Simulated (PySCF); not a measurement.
# Single point on SeO⁻

State: ²Π (doublet), unpaired electrons π ↑.

An equivalent input (the run itself took its basis sets from the Basis Set Exchange, started from a PBE0 density and held the occupation σ 10α 10β, πx 5α 5β, πy 5α 4β, δx 1α 1β, δy 1α 1β):

```python
from pyscf import gto, dft
mol = gto.M(atom='Se 0 0 0; O 0 0 1.759', basis={'Se': 'aug-pcseg-1', 'O': 'aug-pcseg-1'},
            charge=-1, spin=1, verbose=4, symmetry='C2v')
mf = dft.UKS(mol, xc='BHANDHLYP')
mf.grids.atom_grid = (80, 434)
mf.grids.prune = dft.gen_grid.treutler_prune
mf.irrep_nelec = {'A1': (11, 11), 'A2': (1, 1), 'B1': (5, 5), 'B2': (5, 4)}
mf.conv_tol = 1e-9
mf.max_cycle = 60
mf.diis_space = 10
mf.kernel()
```

The log (some set-up lines and the per-cycle HOMO/LUMO lines removed):

```
******** <class 'pyscf.dft.uks_symm.SymAdaptedUKS'> ********
method = SymAdaptedUKS
damping factor = 0
level_shift factor = 0
DIIS = <class 'pyscf.scf.diis.CDIIS'>
diis_start_cycle = 1
diis_space = 10
diis_damp = 0
SCF conv_tol = 1e-09
SCF conv_tol_grad = None
SCF max_cycles = 60
number electrons alpha = 22  beta = 21
Set gradient conv threshold to 3.16228e-05
init E= -2476.41868732005
cycle= 1 E= -2476.41979169724  delta_E= -0.0011  |g|= 0.0254  |ddm|= 0.0815
cycle= 2 E= -2476.41915223138  delta_E= 0.000639  |g|= 0.0502  |ddm|= 0.053
cycle= 3 E= -2476.42020054252  delta_E= -0.00105  |g|= 0.00405  |ddm|= 0.034
cycle= 4 E= -2476.42024441785  delta_E= -4.39e-05  |g|= 0.00338  |ddm|= 0.0104
cycle= 5 E= -2476.4202837863  delta_E= -3.94e-05  |g|= 0.00155  |ddm|= 0.015
cycle= 6 E= -2476.42029511007  delta_E= -1.13e-05  |g|= 0.000675  |ddm|= 0.0104
cycle= 7 E= -2476.42029624338  delta_E= -1.13e-06  |g|= 0.000121  |ddm|= 0.00356
cycle= 8 E= -2476.42029629255  delta_E= -4.92e-08  |g|= 3.7e-05  |ddm|= 0.00071
cycle= 9 E= -2476.4202962963  delta_E= -3.74e-09  |g|= 1.16e-05  |ddm|= 0.000193
cycle= 10 E= -2476.42029629656  delta_E= -2.66e-10  |g|= 3.42e-06  |ddm|= 4.78e-05
Extra cycle  E= -2476.42029629659  delta_E= -2.36e-11  |g|= 2e-06  |ddm|= 9.3e-06
converged SCF energy = -2476.42029629659  <S^2> = 0.76493612  2S+1 = 2.0148808
```

Repeating this along the bond gives Re = 1.747 Å and ωe = 751 cm⁻¹.

A point of this curve took 0.72 CPU seconds beside 0.38 for the integrals, on Oxide Virtual Turin-like (shared host).

Spin–orbit coupling is left out. The state was picked by a PBE0 search and need not be the measured ground state.
